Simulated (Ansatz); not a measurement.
`FC[TeH]` + `[SiH3]S` → `S[SiH2][TeH]` + `CF`  (formal exchange of groups at a Te–C bond)

Gas-phase electronic energies from Ansatz, PBE0-D4/def2-TZVP geometries. CBS: MP2 limit from def2 TZ/QZ plus the TZ coupled-cluster correction, frozen cores. This one scheme is used for every species. DFT in def2-TZVPP. def2 core potentials past Kr. For Te outer-core shells are correlated without core-valence functions, which leaves a few kJ/mol of doubt a bond. One conformer a species, not always the lowest.

`FC[TeH]`:

```xyz
6

F    -0.985    1.263    0.224
C    -0.535    0.065   -0.264
Te    0.815   -0.932    1.071
H    -0.023    0.233   -1.210
H    -1.384   -0.606   -0.402
H     2.112   -0.024    0.581
```

`[SiH3]S`:

```xyz
6

Si    0.294   -0.433    0.069
S    -0.364    1.571    0.414
H    -0.787   -1.417    0.334
H     1.409   -0.637    1.024
H     0.778   -0.618   -1.322
H    -1.329    1.533   -0.520
```

`S[SiH2][TeH]`:

Z-matrix (Å, degrees):
```
Si
Te 1 2.496
S 1 2.132 2 109.4
H 1 1.482 2 112.9 3 115.0
H 1 1.484 2 107.9 3 -123.5
H 2 1.659 1 91.3 3 150.9
H 3 1.344 1 94.6 2 -57.3
```

`CF`:

```xyz
5

C    -0.016    0.014   -0.057
F     0.351   -0.307    1.230
H    -0.916    0.632   -0.028
H    -0.215   -0.905   -0.612
H     0.797    0.566   -0.533
```

```csv
level,ΔE (kcal/mol)
PBE0,-24.9
r2SCAN0,-25.5
```

Task: What does CCSD(T)/CBS give? (Estimate.)

Result: Computed: -24.7 kcal/mol. The listed levels differ from it by -0.2, -0.8 kcal/mol.

Largest T1 diagnostic among the species: 0.011.

From r2SCAN to r2SCAN0 (25 % exact exchange), in def2-TZVPP and without D4, ΔE moves by −1.4 kcal/mol. Leaving LDA and LC-ωPBE aside and taking each functional with its dispersion term where it has one, the values, not all of them listed here, spread over 3.4 kcal/mol, from BHLYP-D4 to BLYP-D4. The D4 term adds −1.3 kcal/mol with B3LYP and −0.7 kcal/mol with PBE0; it sums over pairs of atoms, weighted by their polarisabilities, and B3LYP, whose exchange is more repulsive, gets the larger term.

B3LYP here is the variant with VWN-RPA as its local correlation; programs differ in this.
